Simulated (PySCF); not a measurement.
How methods differ on the ionisation energy of Si⁺

Si⁺ [Ne] 3s2 3p1 (2P) → Si²⁺ [Ne] 3s2 (1S), as a difference of total energies. Calculation: PySCF 2.14, in aug-cc-pCVTZ-DK (8s7p5d3f, 75 functions); scalar relativity by spin-free X2C-1e. Correlated levels: nothing frozen. The calculations carry no spin-orbit coupling.

| method | ionisation energy (eV) | error (eV) |
| --- | --- | --- |
| UHF | 15.817 | -0.505 |
| MP2 (all electrons) | 16.091 | -0.231 |
| SCS-MP2 (all electrons) | 16.079 | -0.243 |
| CCSD (all electrons) | 16.213 | -0.109 |
| CCSD(T) (all electrons) | 16.237 | -0.085 |

Reference: 16.322 eV (measured; NIST levels, between the centres of gravity of the two terms).

Errors of the correlated levels include the incompleteness of this basis.
